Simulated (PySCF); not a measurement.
A PySCF script (with the pyscf-properties extension) for the NMR shieldings of SMILES [CH3][AlH2-][O+]1CCCC1, C₅H₁₃AlO, on a GFN2-xTB geometry:

```python
import basis_set_exchange as bse
import numpy as np
from pyscf import gto, dft
from pyscf.prop import nmr

atoms = """
C     2.964306    0.496794   -0.113591
Al    1.617992   -0.923092   -0.546514
O     0.027604   -0.350763    0.298189
C    -1.079741   -1.189378    0.030811
C    -2.058986   -0.283905   -0.712107
C    -1.768616    1.107816   -0.121553
C    -0.504992    0.888116    0.725116
H     3.214230    1.089921   -1.003057
H     2.775050    1.220942    0.688821
H     3.900965   -0.004748    0.162997
H     1.053282   -1.021101   -2.022263
H     1.659259   -2.318882    0.183062
H    -0.712624   -2.028496   -0.562350
H    -1.500883   -1.555152    0.974996
H    -1.828091   -0.298290   -1.776190
H    -3.091707   -0.594355   -0.570682
H    -2.590702    1.469354    0.493602
H    -1.587188    1.834058   -0.911004
H    -0.754227    0.823262    1.791953
H     0.259919    1.648576    0.577031
"""
names = dict.fromkeys(["C", "Al", "O", "H"], "pcSseg-1")
basis = {el: gto.basis.parse(bse.get_basis(n, elements=[el], fmt="nwchem")) for el, n in names.items()}
mol = gto.M(atom=atoms, basis=basis, charge=0, verbose=0)
mf = dft.RKS(mol, xc="PBE0")
mf.grids.level = 2
mf.grids.alignment = dft.numint.BLKSIZE   # the property module wants whole blocks of grid points
mf.conv_tol = 1e-9
mf.kernel()

calc = nmr.RKS(mf)   # GIAO
C = mf.mo_coeff
Co = C[:, mf.mo_occ > 0]
resp = mf.gen_response(singlet=True, hermi=2)
def vind(x):   # induced exchange potential for any number of trial vectors
    d = np.einsum("pi,xij,qj->xpq", C, 2 * x.reshape(-1, C.shape[1], Co.shape[1]), Co, optimize=True)
    return np.einsum("xpq,pi,qj->xij", resp(d - d.transpose(0, 2, 1)), C, Co, optimize=True).ravel()
mo1, _ = nmr.rhf.solve_mo1(calc, with_cphf=vind)
sigma = calc.kernel(mo1)
for i, s in enumerate(sigma):   # ppm
    print("%2d %-2s %9.2f" % (i, mol.atom_pure_symbol(i), np.trace(s) / 3))
```

**Question.** What does it print?

**Answer.** 
```
 0 C     200.85
 1 Al    401.54
 2 O     281.54
 3 C     113.15
 4 C     160.82
 5 C     160.32
 6 C     116.61
 7 H      32.08
 8 H      32.36
 9 H      32.15
10 H      27.53
11 H      27.42
12 H      26.80
13 H      28.09
14 H      29.49
15 H      29.90
16 H      29.81
17 H      29.58
18 H      27.97
19 H      27.16
```

These numbers come from an equivalent density-fitted implementation of the same equations, which agrees with the script to about 0.01 ppm for H and up to a few tenths of a ppm for heavy atoms, so last digits may differ.

Size and cost of the density-fitted run: 191 basis functions, 23 s wall time on 1 thread of an Arm Neoverse V2, shared host; peak memory 0.86 GiB.
